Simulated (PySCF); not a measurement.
**MTi anions for M along the halogens**

HF with triple-zeta basis sets in PySCF, for the lowest determinant that a PBE0 search found; no spin–orbit coupling. De refers to high-spin ground-configuration atoms (the charge goes to the atom of lower measured ionisation energy or higher electron affinity, which is not always the lowest computed limit). A positive dipole points towards Ti; it is taken about the centre of mass and depends on that origin.

```
 M        basis  reference  charged atom  state (unpaired electrons)  Re (Å)  ωe (cm⁻¹)  De (eV)  μ (D)
 F  def2-TZVPPD       ROHF            F−          triplet (π ↑, δ ↑)   1.946        531      n/a  -3.16
Cl  def2-TZVPPD       ROHF           Cl−          triplet (π ↑, δ ↑)   2.505        275      n/a  -3.20
Br  def2-TZVPPD       ROHF           Br−          triplet (π ↑, δ ↑)   2.710        193      n/a  -5.18
```

The shortest bond is that of TiF⁻ (1.946 Å), the longest that of TiBr⁻ (2.710 Å).

Down a group the atoms grow and get heavier, so bonds lengthen and wavenumbers fall; this series shows no clear exception.

Spin–orbit coupling is left out. Hartree–Fock leaves out correlation, which carries a large part of most bond energies and some tenths to 1 eV of ionisation energies. With d or f electrons several states lie close, and the lowest PBE0 determinant need not be the measured ground state.
